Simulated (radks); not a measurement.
Values are calculated unless marked as measured or tabulated.
Task: Valence configurations of the chromium ion Cr+ (all share [Ar]). Level of theory: scalar-relativistic Kohn-Sham, PBEsol, spin-polarised, spherical densities, finite nucleus; open shells are filled with parallel spins first; Fermi nuclear charge, rms radius 3.6452 fm (a radial shooting solver on a logarithmic mesh with Libxc functionals). Order these by energy: 3d4.5 4p0.5; 3d2.5 4s2 4p0.5; 3d4 4s1; 3d3 4s1 4p1; 3d2 4s1 4p2; 3d2 4s2 4p1; 3d3 4s2; 3d3.5 4s1 4p0.5; 3d5; 3d3 4p2.

Result: From the lowest, in eV above it: 3d5 0.000; 3d4 4s1 1.667; 3d4.5 4p0.5 2.743; 3d3.5 4s1 4p0.5 5.934; 3d3 4s2 7.944; 3d3 4s1 4p1 11.257; 3d2.5 4s2 4p0.5 14.382; 3d3 4p2 16.457; 3d2 4s2 4p1 22.065; 3d2 4s1 4p2 25.484. NIST lists [Ar] 3d5 as the ground configuration; this level of theory agrees among the configurations tried. The energies are those of spherical high-spin densities, not of single terms.
